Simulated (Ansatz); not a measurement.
Cu(Cl)(OH2) (ClCuH2O), SMILES [OH2]->[Cu][Cl], multiplicity 1.

Geometry optimised at B3LYP-D3(BJ)/def2-TZVP. The spin state was assumed, not searched.

Two levels are set side by side: PBE/def2-SVPD (Ansatz, a program for electronic structure) and CAM-B3LYP/def2-SVPD (Ansatz). Energy differences of separate SCF runs at the same geometry; the states with an electron removed or added have multiplicity 2 and 2. Differences are taken from unrounded values.

```csv
quantity,CAM-B3LYP,PBE,PBE minus CAM-B3LYP
vertical ionisation energy (eV),9.29,8.95,-0.34
vertical singlet–triplet gap (eV),4.13,3.72,-0.40
```
